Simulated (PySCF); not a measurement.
**Correlation energy of Zn²²⁺ (zinc, charge +22)**

Starting occupation: [He] 2s2 2p4, 2p1/2 with m_j = -1/2, +1/2, 2p3/2 with m_j = +1/2, +3/2. All numbers are calculated (PySCF 2.14, X2C-1e with screened-nucleus spin-orbit coupling, Gaussian nucleus, in an even-tempered Gaussian basis (18 s from 6.1 bohr⁻², ratio 2.4; 12 p from 7.9 bohr⁻², ratio 2.4; 5 d from 32 bohr⁻², ratio 2.6; 4 f from 48 bohr⁻², ratio 2.6)). Frozen: nothing; 8 electrons correlated; the 36 highest virtual spinors left out.

MP2 pair energies summed by pair of shells (mhartree):

```tsv
pair	energy	share (%)
2p-2s	-87.97	33.0
2p-2p	-84.63	31.8
1s-1s	-40.13	15.1
1s-2p	-30.88	11.6
2s-2s	-12.47	4.7
1s-2s	-10.14	3.8
```

Total MP2 correlation energy: -266.22 mhartree.

The GHF reference relaxed away from the jj start to a determinant that is no pure jj level (⟨S²⟩ = 1.70, ⟨J²⟩ = 6.00); the energies belong to that determinant.
